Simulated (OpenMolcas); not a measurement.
## In+: effect of the level shift or regulariser

- Program: OpenMolcas 26.06
- Basis: ANO-RCC-VTZP [7s6p4d2f1g]
- Scalar Hamiltonian: DKH2, point nucleus
- Active space: 2 electrons in 4 orbitals (5s 5p)
- State averaging: 2S+1 = 3 even, 3 roots; 2S+1 = 1 even, 7 roots; 2S+1 = 3 odd, 3 roots; 2S+1 = 1 odd, 3 roots
- Spin-orbit coupling: RASSI with atomic mean-field integrals over the reference wave functions, term energies averaged over their components

Methods on the same reference wave functions:
A. CASSCF
B. MS-CASPT2, IPEA 0.25 Eh, imaginary shift 0.1 Eh (closed shells correlated: 4d)
C. MS-CASPT2, IPEA 0.25 Eh, real shift 0.2 Eh (closed shells correlated: 4d)

Energies in cm⁻¹ above 5s² ¹S₀, the measured ground level; measured values from NIST Handbook of Basic Atomic Spectroscopic Data.

```tsv
Level	A	B	C	Measured
5s² ¹S₀	0.0	0.0	0.0	0.0
5s 5p ³P°₀	36972	42290	42180	42276
5s 5p ³P°₁	37869	43180	43070	43351
5s 5p ³P°₂	39781	45100	44990	45830
5s 5p ¹P°₁	65553	63250	63250	63038
5p² ³P₀	96205	102200	102090	101608
5p² ³P₁	97316	103410	103300	103249
5p² ³P₂	98876	104590	104550	105565
5p² ¹D₂	106320	107810	108050	97628
5p² ¹S₀	123246	121840	121850	121289
```

Deviations, from unrounded energies. A percentage is the sum of absolute deviations over the sum of measured energies, with the sign that they share, or ± where signs differ.

```
           Against measurement  Levels     A     B     C
mean absolute deviation (cm-1)       9  5300  1500  1600
      other configurations (%)       9  ±6.6  ±1.9  ±1.9
```

B, C lie about equally close to measurement and A furthest from it. The largest miss of B in the table is 5p² ¹D₂, by +10000 cm-1. The ranking rests on the paired levels alone, and a cruder setting can come out closer through cancelling errors.

Between B and C the level of the table that moves most is 5p² ¹D₂, by 240 cm-1 (lowest in B, highest in C). Moves below CASPT2's spread within the term are not significant.

The lowest spin-free term lies below A's lowest term by 0.425 hartree in B, 0.424 hartree in C.

Term energies are means over components that CASPT2 splits; among the terms shown or strongly mixed into the levels shown the widest spread is 11 cm-1 (5p² ¹D, B). The ¹D term of p² mixes with s d, which this space lacks. Without dynamic correlation excited terms often stand tens of per cent too high (terms of higher spin than the ground term too low), and those without a measured partner can miss by more than the paired ones (holds for A). Some levels mix across a computed gap that differs much from the measured one, so their mixing is not that of the real levels (holds for B; C). Measured partners are found by configuration, term and J. A level has none where our copy of the source lacks it or the pairing is in doubt (some pairs that miss far off the trend of their configuration count as doubtful), and it then counts in no deviation. Only configurations of the active space appear.

° marks odd parity.
